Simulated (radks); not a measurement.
The indium anion In- inside a hard spherical wall (all orbitals vanish at R), configuration held at [Kr] 4d10 5s2 5p2 and not refilled when levels cross. All-electron calculation, scalar-relativistic Kohn-Sham, r2SCAN, spin-polarised, spherical densities, finite nucleus; open shells are filled with parallel spins first (spin-orbit coupling, left out, can overturn this in heavy ions); meta-GGA in the generalised Kohn-Sham scheme; Fermi nuclear charge, rms radius 4.6156 fm. Program: a radial shooting solver on a logarithmic mesh with Libxc functionals. Eigenvalues in eV for spin up, with the zero of energy where the potential of the charges vanishes at infinity; a dash marks a level that is unbound or too diffuse for the functional's potential to be trusted. A positive occupied level is held by the wall or, in an anion where self-interaction has pushed it up, behind a barrier. The pressure on the wall is -dE/dV.

R (bohr) = 20: E (hartree) -5882.33357; kinetic (hartree) 6131.182; e(4p) -75.371; e(4d) -14.159; e(5s) -4.054; e(5p) 1.164; e(6s, empty) 1.887; e(5d, empty) 2.554; pressure (GPa) 0.000720
R (bohr) = 12: E (hartree) -5882.32865; kinetic (hartree) 6131.198; e(4p) -74.778; e(4d) -13.567; e(5s) -3.558; e(5p) 1.598; e(6s, empty) 3.430; e(5d, empty) 4.815; pressure (GPa) 0.0356
R (bohr) = 10: E (hartree) -5882.32124; kinetic (hartree) 6131.224; e(4p) -74.287; e(4d) -13.080; e(5s) -3.190; e(5p) 1.979; e(6s, empty) 4.717; e(5d, empty) 6.032; pressure (GPa) 0.144
R (bohr) = 7: E (hartree) -5882.26552; kinetic (hartree) 6131.426; e(4p) -72.393; e(4d) -11.217; e(5s) -1.871; e(5p) 3.668; e(6s, empty) 10.568; e(5d, empty) 10.127; pressure (GPa) 2.20
R (bohr) = 4: E (hartree) -5881.44368; kinetic (hartree) 6134.256; e(4p) -63.502; e(4d) -2.776; e(5s) 6.544; e(5p) 15.337; e(6s, empty) 48.530; e(5d, empty) 31.123; pressure (GPa) 146
R (bohr) = 3.5: E (hartree) -5880.72674; kinetic (hartree) 6136.697; e(4p) -59.124; e(4d) 1.318; e(5s) 12.213; e(5p) 22.773; e(6s, empty) 70.799; e(5d, empty) 42.796; pressure (GPa) 391
R (bohr) = 3: E (hartree) -5879.16419; kinetic (hartree) 6142.033; e(4p) -51.865; e(4d) 8.241; e(5s) 23.266; e(5p) 36.735; e(6s, empty) 109.81; e(5d, empty) 62.978; pressure (GPa) 1220
R (bohr) = 2.5: E (hartree) -5875.27142; kinetic (hartree) 6155.242; e(4p) -38.700; e(4d) 21.477; e(5s) 47.710; e(5p) 66.255; e(6s, empty) 184.97; e(5d, empty) 101.54; pressure (GPa) 4650
R (bohr) = 2: E (hartree) -5863.67018; kinetic (hartree) 6193.445; e(4p) -11.423; e(4d) 51.146; e(5s) 111.17; e(5p) 138.54; e(6s, empty) 349.54; e(5d, empty) 185.91; pressure (GPa) 23600
R (bohr) = 1.5: E (hartree) -5819.69355; kinetic (hartree) 6325.565; e(4p) 61.457; e(4d) 134.09; e(5s) 310.62; e(5p) 350.95; e(6s, empty) 782.10; e(5d, empty) 408.86; pressure (GPa) 177000
